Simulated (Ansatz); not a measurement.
**Worked example: C2H10OSi2 → C2H8OSi2 + H2**

Species: C2H10OSi2 `O[SiH2]CC[SiH3]`, singlet; C2H8OSi2 `O[SiH2]/C=C/[SiH3]`, singlet; H2 (hydrogen), singlet. 

Shapes, held fixed at every level: PBE0-D4/def2-TZVP. Flexible molecules stand in one conformer, not always the lowest. Programs: Ansatz 0.2.0. The zero-point and thermal change to 298 K, harmonic and unscaled (PBE0-D4/def2-TZVP), is -25.8 kJ/mol.

At CCSD(T)/CBS estimate; 1 Eh = 2625.50 kJ/mol:

```
  species  energy (Eh)
C2H10OSi2  -735.502291
 C2H8OSi2  -734.270799
       H2    -1.175441
```

**Question.** Work out ΔH(298 K) of the reaction at this level.

**Answer.** 
1. Products less reactants: (-734.270799) + (-1.175441) − [(-735.502291)] = 0.056051 Eh = +147.2 kJ/mol.
2. With the thermal change: +147.2 + (-25.8) = +121.4 kJ/mol.

Other levels give +114.3 (B2PLYP/def2-TZVPP) to +139.1 kJ/mol (r2SCAN0-D4/def2-TZVPP). No measured value is set beside it here. The CBS estimate extrapolates MP2 from def2-TZVPP and def2-QZVPP and adds CCSD(T) − MP2 in the triple-zeta set, cores frozen; for H2 it overshoots the exact energy by about 1 mEh. The median of the other levels is +129.5 kJ/mol.
